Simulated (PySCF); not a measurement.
Cl2Zn (SMILES [Cl][Zn][Cl]), singlet, geometry from GFN2-xTB (such geometries of metal compounds can be far from the true shape), with bond 2-1 at 2.0 times its length; PBE/pcseg-1 (PySCF).

The PySCF input:
```python
from pyscf import gto, scf, dft

mol = gto.M(
    atom='''
Zn    0.108251    0.380594    0.212101
Cl    2.509830   -0.392545   -3.203829
Cl   -1.500072   -0.665660    1.121568
''',
    basis='pcseg-1',
    charge=0,
    spin=0,
    verbose=4,
)

mf = dft.RKS(mol)
mf.xc = 'pbe'
mf.init_guess = '1e'
mf = mf.newton()
mf.kernel()
```

Output, abridged:

```
PySCF version 2.14.0

[INPUT] verbose = 4
[INPUT] num. atoms = 3
[INPUT] num. electrons = 64
[INPUT] charge = 0
[INPUT] spin (= nelec alpha-beta = 2S) = 0
[INPUT] symmetry False subgroup None
[INPUT] Mole.unit = angstrom
[INPUT] Symbol           X                Y                Z      unit          X                Y                Z       unit  Magmom
[INPUT]  1 Zn     0.108251000000   0.380594000000   0.212101000000 AA    0.204564742710   0.719218424653   0.400812800746 Bohr   0.0
[INPUT]  2 Cl     2.509830000000  -0.392545000000  -3.203829000000 AA    4.742891319217  -0.741802541567  -6.054359359939 Bohr   0.0
[INPUT]  3 Cl    -1.500072000000  -0.665660000000   1.121568000000 AA   -2.834725247129  -1.257915092078   2.119456350076 Bohr   0.0

nuclear repulsion = 216.555729304933
number of shells = 10
number of NR pGTOs = 169
number of NR cGTOs = 67
basis = pcseg-1
ecp = {}

******** <class 'pyscf.soscf.newton_ah.SecondOrderRKS'> ********
method = SecondOrderRKS
initial guess = 1e
damping factor = 0
level_shift factor = 0
DIIS = <class 'pyscf.scf.diis.CDIIS'>
diis_start_cycle = 1
diis_space = 8
diis_damp = 0
SCF conv_tol = 1e-09
SCF conv_tol_grad = None
SCF max_cycles = 50
direct_scf = True
direct_scf_tol = 1e-13
XC library pyscf.dft.libxc version 7.1.2
    S. Lehtola, C. Steigemann, M. J. T. Oliveira, and M. A. L. Marques,  SoftwareX 7, 1–5 (2018)
XC functionals = pbe
    J. P. Perdew, K. Burke, and M. Ernzerhof,  Phys. Rev. Lett. 77, 3865 (1996)
    J. P. Perdew, K. Burke, and M. Ernzerhof,  Phys. Rev. Lett. 78, 1396 (1997)
    J. P. Perdew, K. Burke, and M. Ernzerhof,  Phys. Rev. Lett. 77, 3865 (1996)
    J. P. Perdew, K. Burke, and M. Ernzerhof,  Phys. Rev. Lett. 78, 1396 (1997)
radial grids:
    Treutler-Ahlrichs [JCP 102, 346 (1995); DOI:10.1063/1.469408] (M4) radial grids

becke partition: Becke, JCP 88, 2547 (1988); DOI:10.1063/1.454033
pruning grids: <function nwchem_prune>
grids dens level: 3
symmetrized grids: False
atomic radii adjust function: <function treutler_atomic_radii_adjust>
small_rho_cutoff = 0
******** <class 'pyscf.dft.rks.RKS'> Newton solver flags ********
SCF tol = 1e-09
conv_tol_grad = None
max. SCF cycles = 50
direct_scf = True
direct_scf_tol = 1e-13
max_cycle_inner = 12
max_stepsize = 0.05
ah_start_tol = 1e+09
ah_level_shift = 0
ah_conv_tol = 1e-12
ah_lindep = 1e-14
ah_start_cycle = 1
ah_max_cycle = 40
ah_grad_trust_region = 2.5
kf_interval = 4
kf_trust_region = 5
canonicalization = True
Set conv_tol_grad to 3.16228e-05
Initial guess from hcore.
  HOMO = -23.5387767717122  LUMO = -23.0211046378618  gap/eV = 14.08658
tot grids = 58400
  HOMO = -0.204960001530516  LUMO = 0.00776170310595603  gap/eV = 5.78845
Initial guess E= -2431.21295815551  |g|= 6.12508
macro= 0  E= -2437.70578494206  delta_E= -6.49283  |g|= 8.02173  3 KF 15 JK
macro= 1  E= -2463.68603197412  delta_E= -25.9802  |g|= 22.1601  3 KF 15 JK
macro= 2  E= -2509.80342564468  delta_E= -46.1174  |g|= 25.7888  3 KF 15 JK
macro= 3  E= -2556.47606202449  delta_E= -46.6726  |g|= 30.8836  3 KF 15 JK
macro= 4  E= -2614.47654652394  delta_E= -58.0005  |g|= 29.1747  3 KF 15 JK
macro= 5  E= -2652.30342467378  delta_E= -37.8269  |g|= 22.0812  3 KF 15 JK
macro= 6  E= -2671.08964697985  delta_E= -18.7862  |g|= 15.9003  3 KF 15 JK
macro= 7  E= -2687.19757063974  delta_E= -16.1079  |g|= 7.92844  3 KF 15 JK
macro= 8  E= -2693.63620861081  delta_E= -6.43864  |g|= 3.19563  3 KF 15 JK
macro= 9  E= -2697.33896469591  delta_E= -3.70276  |g|= 1.41421  3 KF 15 JK
macro= 10  E= -2698.75194104487  delta_E= -1.41298  |g|= 0.648889  3 KF 15 JK
macro= 11  E= -2698.67762188455  delta_E= 0.0743192  |g|= 0.238138  3 KF 13 JK
macro= 12  E= -2698.84850146911  delta_E= -0.17088  |g|= 0.289981  3 KF 17 JK
macro= 13  E= -2698.86235584825  delta_E= -0.0138544  |g|= 0.133615  3 KF 14 JK
macro= 14  E= -2698.86193802661  delta_E= 0.000417822  |g|= 0.0899175  2 KF 8 JK
macro= 15  E= -2698.88153243372  delta_E= -0.0195944  |g|= 0.0326815  3 KF 21 JK
macro= 16  E= -2698.87857542622  delta_E= 0.00295701  |g|= 0.0573363  3 KF 16 JK
macro= 17  E= -2698.89428518781  delta_E= -0.0157098  |g|= 0.0131553  3 KF 23 JK
macro= 18  E= -2698.8944306288  delta_E= -0.000145441  |g|= 0.032151  3 KF 16 JK
macro= 19  E= -2698.89755915533  delta_E= -0.00312853  |g|= 0.00433236  3 KF 25 JK
macro= 20  E= -2698.89758950671  delta_E= -3.03514e-05  |g|= 0.00300884  1 KF 7 JK
macro= 21  E= -2698.89768656964  delta_E= -9.70629e-05  |g|= 0.00735394  3 KF 16 JK
macro= 22  E= -2698.89770936025  delta_E= -2.27906e-05  |g|= 0.000230241  5 KF 33 JK
macro= 23  E= -2698.89770939165  delta_E= -3.1398e-08  |g|= 2.13853e-05  3 KF 33 JK
macro= 24  E= -2698.89770939167  delta_E= -2.13731e-11  |g|= 1.05377e-05  1 KF 2 JK
Canonicalize SCF orbitals
macro X = 25  E=-2698.89770939167  |g|= 1.05377e-05  total 73 KF 435 JK

WARN: HOMO -0.2269569778846581 > LUMO -0.23525973531414357 was found in the canonicalized orbitals.

converged SCF energy = -2698.89770939167
```
